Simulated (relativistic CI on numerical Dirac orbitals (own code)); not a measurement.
# One change at a time: Er30+

Base calculation: Dirac-Coulomb-Breit CI, KLI orbitals optimised for each configuration, model QED, unscaled Slater integrals.

Configuration list (outside the closed core [Ar] 3d10): 4s²4p⁶4d², 4s²4p⁵4d³, 4s²4p⁶4d4f, 4s4p⁶4d³, 4s²4p⁵4d²4f, 4s4p⁶4d²4f, 4s²4p⁶4d5s, 4s²4p⁶4f5s, 4s²4p⁶4d5p, 4s²4p⁶4f², 4s²4p⁵4f³, 4s4p⁶4f³, 4s²4p⁶4f5p, 4s²4p⁵4f²5p, 4s4p⁶4f²5p. Double excitations out of closed p, d and f shells are left out; levels of such configurations are missing from the list, as are those of other unlisted configurations, and high levels can miss mixing partners.

Variants: (1) configuration mixing switched off; (2) one mean potential for all configurations. Shifts of the energy above 4s²4p⁶4d² ³F2, in cm⁻¹, for the lowest level and the first level of each name with at least 55 % of one term (blank where a level changes its place among those of its configuration and J or its character, or is not in the variant):

| Level | Base | Δ(1) | Δ(2) |
| --- | --- | --- | --- |
| 4s²4p⁶4d² ³F2 | 0 | 0 | 0 |
| 4s²4p⁶4d² ³P0 | 57963 | +1506 | -10 |
| 4s²4p⁶4d² ³F3 | 84306 | -155 | +10 |
| 4s²4p⁶4d² ³P1 | 121511 | +2829 | +1 |
| 4s²4p⁶4d² ¹S0 | 290228 | -3465 | -14 |
| 4s²4p⁵4d³ ⁵D°0 | 1103421 | -24952 | -95 |
| 4s²4p⁵4d³ ³P°1 | 1286954 | -22373 | -108 |
| 4s²4p⁵4d³ ³I°7 | 1293400 | -19777 | -102 |

At this charge energies of transitions that change n are usually good to better than 1 %, and those within a shell (Δn = 0) to a few per cent. Terms inside the open d or f shell come out 10 to 20 % too wide with unscaled integrals.

Ionisation energy from the two ground configurations alone: base 1141.57 eV. The NIST ASD value (theoretical) is 1142 eV.

LS names give the leading component of a level, which can be under half, so a name can repeat, a term be missing and a line seem to break the LS rules.
